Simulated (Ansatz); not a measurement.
Reaction (ligand exchange at the Al–C bond): `C#[C][AlH][F]` + dimethylamine → `C[N](C)[AlH][F]` + acetylene

Isolated molecules relaxed with PBE0-D4/def2-TZVP in Ansatz; ΔE leaves out vibrations. CBS: MP2 limit from def2 TZ/QZ plus the TZ coupled-cluster correction, frozen cores. This one scheme is used for every species. One conformer a species, not always the lowest.

```json
{"level": "HF/def2-QZVPP", "ΔE (kJ/mol)": "-20.3"}
{"level": "CCSD/CBS(def2)", "ΔE (kJ/mol)": "-31.0"}
```

Problem. What does CCSD(T)/CBS give? (Estimate.)

Solution. Ansatz gave: -31.9 kJ/mol. The listed levels differ from it by 11.6, 0.9 kJ/mol.

Largest T1 diagnostic among the species: 0.013.

At CCSD(T), def2-SVP lies −3.5 kJ/mol from the extrapolated value and def2-TZVPP +0.1 kJ/mol. In def2-TZVPP, CCSD(T) changes the Hartree–Fock value by −12.0 kJ/mol (the triples alone add −0.8 kJ/mol) and MP2 by −13.7 kJ/mol.
